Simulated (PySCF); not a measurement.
# Shapes and spin states of CrH₂

These are results of PBE0 in PySCF with Cr def2-TZVP, H def2-TZVP; no relativity; density-fitted integrals, not measurements.

Relaxations began from a few typed shapes and spin states; open shells are unrestricted. The search is not exhaustive: other isomers or separated fragments can lie lower, and high-lying points may rest on an excited occupation.

Question: Which is the lowest minimum found?
A. broken-symmetry Ms = 1 (⟨S²⟩ 3.01) D∞h: Cr–H 1.717 Å (×2); H–Cr–H 180.0°
B. quintet D∞h: Cr–H 1.723 Å (×2); H–Cr–H 180.0°
C. broken-symmetry Ms = 0 (⟨S²⟩ 1.99) C2v: Cr–H 1.623 Å (×2); H–Cr–H 111.8°
D. singlet (closed shell, unstable to spin polarisation) C2v: Cr–H 1.624 Å (×2); H–Cr–H 115.5°
E. quintet C2v: Cr–H 1.648 Å (×2); H–Cr–H 111.2°
F. singlet (closed shell, unstable to spin polarisation) D∞h: Cr–H 1.685 Å (×2); H–Cr–H 180.0°
G. broken-symmetry Ms = 1 (⟨S²⟩ 3.01) D∞h: Cr–H 1.717 Å (×2); H–Cr–H 180.0°
H. broken-symmetry Ms = 1 (⟨S²⟩ 3.03) C2v: Cr–H 1.624 Å (×2); H–Cr–H 110.0°

Answer: E. The others lie at 41.2 (quintet D∞h), 136.5 (broken-symmetry Ms = 1 C2v), 181.2 (broken-symmetry Ms = 1 D∞h), 181.4 (broken-symmetry Ms = 1 D∞h), 182.6 (broken-symmetry Ms = 0 C2v), 346.3 (singlet C2v), 545.9 (singlet D∞h) kJ/mol above it.

Formally Cr is in oxidation state +2, d4, with 4 unpaired electrons (the high-spin count). The Mulliken spin on Cr is 4.51. The polar-tensor charge on Cr, 0.78, is far below the formal one.

For the lowest minimum: other spin states or occupations of the open shell can lie lower.

The electron or spin density has lower symmetry than the nuclear frame for the broken-symmetry Ms = 1 (⟨S²⟩ 3.01) D∞h at 181.2 kJ/mol.
